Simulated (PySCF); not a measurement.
## Stationary points of VSe₂

Method: PySCF, PBE0, basis V def2-SVP, Se def2-SVP (no relativity, density fitting).

Relaxations began from a few typed shapes; open shells are unrestricted. The search is not exhaustive: other isomers or separated fragments can lie lower, and high-lying points may rest on an excited occupation.

```csv
spin,group,bonds,angles,imaginary modes (cm⁻¹),ΔE (kJ/mol),ΔE with ZPE (kJ/mol)
doublet (⟨S²⟩ 1.20),C2v,V–Se 2.169 Å (×2),Se–V–Se 112.6°,none,0.0,0.0
doublet (⟨S²⟩ 1.15),D∞h,V–Se 2.229 Å (×2),Se–V–Se 180.0°,"122i, 122i",74.5,–
```

The lowest minimum found is the doublet (⟨S²⟩ 1.20) C2v: V–Se 2.169 Å (×2); Se–V–Se 112.6°.

For the lowest minimum: the determinant is spin-contaminated (⟨S²⟩ = 1.20, pure value 0.75). With open d or f shells other occupations or spin states may lie lower.
